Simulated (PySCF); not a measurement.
C4H4ClF3.
Geometry (GFN2-xTB, Å), atoms numbered from 1 in this order:
```
atom  x, y, z in Å
C1    -1.972   -0.075   -0.204
C2    -0.536   -0.440   -0.124
C3     0.462    0.405    0.106
Cl4    0.272    2.103    0.357
C5     1.905   -0.018    0.178
F6     2.457    0.251    1.370
F7     2.057   -1.336   -0.020
F8     2.665    0.593   -0.741
H9    -2.367   -0.363   -1.177
H10   -2.118    0.990   -0.056
H11   -2.530   -0.625    0.552
H12   -0.294   -1.484   -0.267
```

Computed at PBE0/pcSseg-1 (PySCF, non-relativistic), with Q(35Cl) = −0.0817 b: Cl4, 35Cl (I = 3/2): χzz = -77.38 MHz, η = 0.072.

**Question.** Find the zero-field quadrupole resonance frequencies of 35Cl at Cl4.

**Answer.** From ν = (|χ|/2)√(1 + η²/3): ν = 38.72 MHz (vinyl chlorine). For 37Cl the ratio of quadrupole moments, 0.7881, gives 30.52 MHz.

**Question.** Apply the simplest Townes–Dailey estimate (no s hybridisation, no π bonding), ionic character = 1 − χzz/χ0, where χ0 is the coupling for one missing p electron along the bond: −109.74 MHz for 35Cl.

**Answer.** Cl4 on C3: 1 − (-77.38)/(-109.74) = 0.29. In this model a purely covalent bond gives χ0 and a free halide ion gives zero; s hybridisation or π bonding, where present, is counted here as ionic character.

In a crystal, neighbours and librations shift these lines. Isolated species at its GFN2-xTB geometry, gas phase. GFN2-xTB bond lengths can be off by several hundredths of an ångström, more for odd bonds, and the gradients follow them. These gradients aren't converged with respect to the basis.
